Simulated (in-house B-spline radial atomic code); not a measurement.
Br²⁺. Computed with a B-spline radial atomic code. Model: all-electron spherical atom, spin shells full or empty, radial basis limit, no spin-orbit coupling: exact exchange with a local potential (Slater, KLI or optimised effective potential, whose far tail is KLI's), no correlation.

Exchange potential has not reached -1/r at the last radius.

The run also made RPA and GW results, which its time includes.

The Slater potential averages the orbital exchange potentials with the orbital densities as weights, KLI adds orbital constants, and the optimised effective potential minimises the exact-exchange energy among local potentials. So their energies lie above Hartree-Fock in the order OEP, KLI, Slater. All fall off as −1/r, unlike LDA and GGA exchange.

Command:
```bash
python run_gw.py task.json out
```
Settings (nuclear radius in fm, other lengths in bohr, energies in hartree):
```
Z                      35
electrons              33
configuration          [Ar] 3d10 4s2 4p3
hamiltonian            x2c
method                 kli
lmax                   9
rms_radius             4.1629
spin_polarised         True
box_radius             17.55
intervals              103
```

Time taken, with all properties: 16 s on 1 thread of Arm Neoverse N1, with other jobs on the host.

Given: hamiltonian one-electron scalar X2C; mean-field start exchange-only KLI.

Computed: energy above Hartree-Fock 14.22 millihartree.

| radius (bohr) | r times exchange potential up (hartree bohr) | r times exchange potential down (hartree bohr) |
| --- | --- | --- |
| 0.00143 | -0.042206 | -0.042137 |
| 0.00178 | -0.052447 | -0.052361 |
| 0.00221 | -0.064949 | -0.064842 |
| 0.00275 | -0.080522 | -0.080388 |
| 0.00343 | -0.099886 | -0.09972 |
| 0.00427 | -0.12338 | -0.12318 |
| 0.00531 | -0.15173 | -0.15147 |
| 0.00661 | ? | ? |
| 0.00823 | -0.22625 | -0.22584 |
| 0.0102 | -0.27184 | -0.27134 |
| 0.0127 | -0.32394 | -0.3233 |
| 0.0159 | -0.38111 | -0.3803 |
| 0.0198 | -0.43686 | -0.43583 |
| 0.0246 | -0.48628 | -0.48495 |
| 0.0306 | -0.52276 | -0.521 |
| 0.0381 | -0.5389 | -0.53648 |
| 0.0474 | ? | ? |
| 0.059 | -0.53311 | -0.52787 |
| 0.0734 | -0.58283 | -0.57578 |
| 0.0914 | -0.6973 | -0.68917 |
| 0.114 | -0.82943 | -0.82088 |
| 0.142 | -0.92312 | -0.91462 |
| 0.176 | -0.94026 | -0.93238 |
| 0.219 | -0.87823 | -0.87076 |
| 0.273 | -0.85558 | -0.84272 |
| 0.34 | -1.0336 | -1.0107 |
| 0.423 | -1.2669 | -1.2401 |
| 0.527 | -1.3989 | -1.3751 |
| 0.655 | -1.3686 | -1.3533 |
| 0.816 | -1.1915 | -1.1824 |
| 1.02 | -1.0271 | -0.9451 |
| 1.26 | -1.1157 | -0.82616 |
| 1.57 | -1.2929 | -0.87281 |
| 1.96 | -1.3789 | -0.94669 |
| 2.44 | -1.3582 | -0.98417 |
| 3.03 | -1.2781 | -0.99673 |
| 3.78 | -1.1879 | -0.99963 |

Task: What belongs in the row 0.00661?

Result: r times exchange potential up (hartree bohr): -0.18588; r times exchange potential down (hartree bohr): -0.18556.

Task: What belongs in the row 0.0474?

Result: r times exchange potential up (hartree bohr): -0.53454; r times exchange potential down (hartree bohr): -0.53102.

```json
{"occupied": "1s up", "level (hartree)": "-489.78", "Hartree-Fock level (hartree)": "-499.13"}
{"occupied": "1s down", "level (hartree)": "-489.71", "Hartree-Fock level (hartree)": "-499.11"}
{"occupied": "2s up", "level (hartree)": "-64.725", "Hartree-Fock level (hartree)": "-67.985"}
{"occupied": "2s down", "level (hartree)": "-64.672", "Hartree-Fock level (hartree)": "-67.976"}
{"occupied": "2p up", "level (hartree)": "-57.229", "Hartree-Fock level (hartree)": "-59.889"}
{"occupied": "2p down", "level (hartree)": "-57.168", "Hartree-Fock level (hartree)": "-59.87"}
{"occupied": "3s up", "level (hartree)": "?", "Hartree-Fock level (hartree)": "?"}
{"occupied": "3s down", "level (hartree)": "-9.8874", "Hartree-Fock level (hartree)": "-11.058"}
{"occupied": "3p up", "level (hartree)": "-7.5561", "Hartree-Fock level (hartree)": "-8.4422"}
{"occupied": "3p down", "level (hartree)": "?", "Hartree-Fock level (hartree)": "?"}
{"occupied": "3d up", "level (hartree)": "-3.6149", "Hartree-Fock level (hartree)": "-4.0402"}
{"occupied": "3d down", "level (hartree)": "-3.5611", "Hartree-Fock level (hartree)": "-4.0192"}
{"occupied": "4s up", "level (hartree)": "-1.7877", "Hartree-Fock level (hartree)": "-1.9475"}
{"occupied": "4s down", "level (hartree)": "-1.5931", "Hartree-Fock level (hartree)": "-1.5942"}
{"occupied": "4p up", "level (hartree)": "-1.2912", "Hartree-Fock level (hartree)": "-1.2939"}
```

Task: What belongs in the row 3s up?

Result: level (hartree): -9.9337; Hartree-Fock level (hartree): -11.088.

Task: What belongs in the row 3p down?

Result: level (hartree): -7.5077; Hartree-Fock level (hartree): -8.4011.

```tsv
empty	level (hartree)
4p down	-1.1024
4d up	-0.66141
5s up	-0.64587
5s down	?
4d down	-0.53755
5p up	-0.51161
5p down	-0.46262
```

Task: What belongs in the row 5s down?

Result: level (hartree): -0.58206.

The highest level, 4p up, differs from Hartree-Fock by +0.075 eV and the deepest, 1s up, by +254 eV: a local potential can match the highest level but can't give each shell its own exchange.
